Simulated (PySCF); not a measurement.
A calculated (UHF, PySCF 2.14, dyall-av2z, the non-relativistic Hamiltonian (point nucleus)) atom or ion has these occupied shells.

| shell | electrons | orbital energy (eV) | rms radius, mean of both spins (bohr) |
| --- | --- | --- | --- |
| 1s β | 1 | -20658.5 | 0.0410 |
| 1s α | 1 | -20658.5 | 0.0410 |
| 2s α | 1 | -2999.7 | 0.167 |
| 2s β | 1 | -2998.5 | 0.167 |
| 2p α | 3 | -2763.9 | 0.146 |
| 2p β | 3 | -2762.8 | 0.146 |
| 3s α | 1 | -579.01 | 0.454 |
| 3s β | 1 | -578.51 | 0.454 |
| 3p α | 3 | -485.74 | 0.452 |
| 3p β | 3 | -485.09 | 0.452 |
| 3d α | 5 | -315.99 | 0.434 |
| 3d β | 5 | -314.39 | 0.434 |
| 4s α | 1 | -119.04 | 1.15 |
| 4s β | 1 | -112.39 | 1.15 |
| 4p α | 3 | -89.470 | 1.25 |
| 4p β | 3 | -80.942 | 1.25 |
| 4d α | 4 | -43.683 | 1.61 |

(1) Name the element and its charge.

## Answers

(1) Tc³⁺ (technetium, charge +3), in [Kr] 4d4, high-spin 5D determinant.
